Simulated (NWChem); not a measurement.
System: SiHF, singlet; SMILES F[SiH]

NWChem printed, in part:

```
             Northwest Computational Chemistry Package (NWChem) 7.3.0
             --------------------------------------------------------

 CS  symmetry detected

                             Geometry "geometry" -> ""
                             -------------------------

 Output coordinates in angstroms (scale by  1.889725989 to convert to a.u.)

  No.       Tag          Charge          X              Y              Z
 ---- ---------------- ---------- -------------- -------------- --------------
    1 Si                  14.0000     0.09210610     0.60843311     0.00000000
    2 H                    1.0000    -1.45179867     0.86708176     0.00000000
    3 F                    9.0000     0.01803481    -1.04279393     0.00000000

 Effective nuclear repulsion energy (a.u.)      47.0480779791

      Symmetry information
      --------------------

 Group name             Cs
 Group number              2
 Group order               2
 No. of unique centers     3

                                Z-matrix (autoz)
                                --------

 Units are Angstrom for bonds and degrees for angles

      Type          Name      I     J     K     L     M      Value
      ----------- --------  ----- ----- ----- ----- ----- ----------
    1 Stretch                  1     2                       1.56542
    2 Stretch                  1     3                       1.65289
    3 Bend                     2     1     3                96.94191

  perdew86 is a nonlocal functional; adding perdew81 local functional.

                           NWChem Geometry Optimization
                           ----------------------------

 maximum gradient threshold         (gmax) =   0.000450
 rms gradient threshold             (grms) =   0.000300
 maximum cartesian step threshold   (xmax) =   0.001800
 rms cartesian step threshold       (xrms) =   0.001200
 fixed trust radius                (trust) =   0.300000
 source of zmatrix                         =   autoz

          -------------------
          Energy Minimization
          -------------------

 Using diagonal initial Hessian
 Scaling for Hessian diagonals: bonds = 1.00  angles = 0.25  torsions = 0.10

          --------
          Step   0

                                 NWChem DFT Module
                                 -----------------

[...]

      ----------------------
      Optimization converged
      ----------------------

  Step       Energy      Delta E   Gmax     Grms     Xrms     Xmax
  ---- ---------------- -------- -------- -------- -------- --------
@    3    -390.01132029 -2.7D-07  0.00014  0.00011  0.00035  0.00069
                                     ok       ok       ok       ok

                                Z-matrix (autoz)
                                --------

 Units are Angstrom for bonds and degrees for angles

      Type          Name      I     J     K     L     M      Value     Gradient
      ----------- --------  ----- ----- ----- ----- ----- ---------- ----------
    1 Stretch                  1     2                       1.55567    0.00014
    2 Stretch                  1     3                       1.63387   -0.00013
    3 Bend                     2     1     3                96.27724    0.00003

                         Geometry "geometry" -> "geometry"
                         ---------------------------------

 Output coordinates in angstroms (scale by  1.889725989 to convert to a.u.)

  No.       Tag          Charge          X              Y              Z
 ---- ---------------- ---------- -------------- -------------- --------------
    1 Si                  14.0000     0.09270190     0.60493796     0.00000000
    2 H                    1.0000    -1.44281266     0.85454323     0.00000000
    3 F                    9.0000     0.00845300    -1.02676023     0.00000000

 Effective nuclear repulsion energy (a.u.)      47.5754808858

      Symmetry information
      --------------------

 Group name             Cs
 Group number              2
 Group order               2
 No. of unique centers     3

[...]

 Rotational Constants
 --------------------
 A=   7.319770 cm-1  ( 10.531280 K)
 B=   0.544806 cm-1  (  0.783837 K)
 C=   0.507066 cm-1  (  0.729538 K)

 Temperature                      =   298.15K
 frequency scaling parameter      =   1.0000

 Zero-Point correction to Energy  =    5.012 kcal/mol  (  0.007987 au)
 Thermal correction to Energy     =    6.883 kcal/mol  (  0.010969 au)
 Thermal correction to Enthalpy   =    7.475 kcal/mol  (  0.011913 au)

 Total Entropy                    =   57.219 cal/mol-K
   - Translational                =   37.512 cal/mol-K (mol. weight =  47.9832)
   - Rotational                   =   19.309 cal/mol-K (symmetry #  =        1)
   - Vibrational                  =    0.398 cal/mol-K

 Cv (constant volume heat capacity) =    7.240 cal/mol-K
   - Translational                  =    2.979 cal/mol-K
   - Rotational                     =    2.979 cal/mol-K
   - Vibrational                    =    1.281 cal/mol-K

[normal modes left out]

 ----------------------------------------------------------------------------
 Normal Eigenvalue ||           Projected Infra Red Intensities
  Mode   [cm**-1]  || [atomic units] [(debye/angs)**2] [(KM/mol)] [arbitrary]
 ------ ---------- || -------------- ----------------- ---------- -----------
    1       -0.000 ||    0.000704           0.016         0.686       0.114
    2       -0.000 ||    0.000002           0.000         0.002       0.000
    3        0.000 ||    0.000424           0.010         0.414       0.069
    4        0.000 ||    0.000128           0.003         0.125       0.021
    5        0.000 ||    0.000763           0.018         0.743       0.123
    6        0.000 ||    0.000490           0.011         0.477       0.079
    7      800.043 ||    0.083603           1.929        81.500      13.535
    8      824.042 ||    0.087976           2.030        85.763      14.243
    9     1883.388 ||    0.381838           8.809       372.235      61.817
 ----------------------------------------------------------------------------
```

Level: BP86/def2-TZVP. Low-valent species are run as closed-shell singlets; no triplet was tried in these runs.

Question: Write an input that gives this output.

Answer: One answer among several that fit: the input that was run:
```
start job
memory heap 200 mb stack 900 mb global 1100 mb
geometry units angstroms
  Si     0.100090     0.585904     0.000000
  H     -1.450034     0.804208     0.000000
  F      0.069099    -1.066693     0.000000
end
basis spherical
  Si library def2-tzvp
  H library def2-tzvp
  F library def2-tzvp
end
dft
  xc becke88 perdew86
  iterations 150
end
driver
  maxiter 120
end
task dft optimize
task dft freq
```
